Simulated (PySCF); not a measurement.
# Ar²⁺: excitation energy

Ar²⁺ [Ne] 3s2 3p4 (3P) → Ar²⁺ [Ne] 3s1 3p5 (3P), as a difference of total energies. Computed with PySCF 2.14 in def2-QZVPPD, with no relativity, point nucleus. Correlated levels: valence: [Ne] frozen; valence and next inner shell: 1s2 frozen. The calculations carry no spin-orbit coupling.

| method | excitation energy (eV) |
| --- | --- |
| UHF | 17.048 |
| LDA | 14.556 |
| PBE0 | 15.277 |
| r2SCAN | 15.030 |
| PW91 | 14.638 |
| B97-3 | 15.345 |
| revPBE | 14.635 |
| MP2 (valence) | 15.509 |
| SCS-MP2 (valence) | 15.316 |
| MP2 (valence and next inner shell) | 15.471 |
| SCS-MP2 (valence and next inner shell) | 15.283 |

Problem. Estimate what wB97M-V gives.

Solution. 15.415 eV, closest to MP2 (valence and next inner shell) among the rows shown.

Problem. Estimate what PBE gives.

Solution. 14.654 eV, closest to PW91 among the rows shown.
